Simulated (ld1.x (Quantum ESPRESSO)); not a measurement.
## PBE TM dataset for Os (Z = 76), fully relativistic all-electron reference.

The input file (ld1.x (Quantum ESPRESSO) 7.5):

```
&input
   title='Os', zed=76., rel=2, dft='PBE', iswitch=3,
   config='[Xe] 4f14 5d6 5f-2 6s1.75 6p0.25', rel_dist='average',
   nld=7, rlderiv=2.55, eminld=-2.0, emaxld=5.0, deld=0.02
 /
 &inputp
   pseudotype=2, tm=.true., lloc=2,
   nlcc=.false.,
   file_pseudopw='Os.UPF', file_wfcaegen='ae.wfc', file_wfcncgen='nc.wfc', file_beta='beta', file_chi='chi'
 /
4
6S  1  0   1.75   0.00  2.35  2.35  0.0
6P  2  1   0.25   0.00  1.20  1.20  0.0
5F  4  3  -2.00   0.10  2.25  2.25  0.0
5D  3  2   6.00   0.00  1.45  1.45  0.0
 &test
   configts(1)='5d6 6s1.75 6p0.25'
 /
```

Command:

```bash
ld1.x < Os.in > Os.out
```

The program printed (shortened: banner, matrices, multipoles, cross overlaps and the repeated all-electron block are left out):

```
[... start of the log left out ...]
      Generating local pot.: lloc=2, j= 1.50, matching radius rcloc =   1.4500

      Generating local pot.: lloc=2, j= 2.50, matching radius rcloc =   1.4500

     Fully relativistic calculation: |psi|^2

     Wfc 6S LC norm =  0.99994376 SC norm =  0.00005332 missing  0.00000293

     Wfc 6P LC norm =  0.99997377 SC norm =  0.00002588 missing  0.00000035

     Wfc 6P LC norm =  0.99998077 SC norm =  0.00001597 missing  0.00000326

      Wfc   6S  rcut= 2.326  Using Troullier-Martins method

      Wfc   6P  rcut= 1.214  Using Troullier-Martins method

      Wfc   6P  rcut= 1.214  Using Troullier-Martins method

      Wfc   5F  rcut= 2.269  Using Troullier-Martins method

      Wfc   5F  rcut= 2.269  Using Troullier-Martins method

       Warning: n=2, l=1 expected 0 nodes, found 1
       Setting wfc to zero for this iteration
       (This warning will only be printed once per wavefunction)

     ------------------- End of pseudopotential generation -------------------

     Computing logarithmic derivative in   2.55496

 %%%%%%%%%%%%%%%%%%%%%%%%%%%%%%%%%%%%%%%%%%%%%%%%%%%%%%%%%%%%%%%%%%%%%%%%%%%%%%
     Error in routine run_pseudo (1):
     Errors in PS-KS equation
 %%%%%%%%%%%%%%%%%%%%%%%%%%%%%%%%%%%%%%%%%%%%%%%%%%%%%%%%%%%%%%%%%%%%%%%%%%%%%%

     stopping ...
```

The run stopped because the pseudo-atom solver did not find the valence states with the expected number of nodes, which is the usual sign of a ghost state.

The run took about 0.63 s on one core of a shared server CPU.
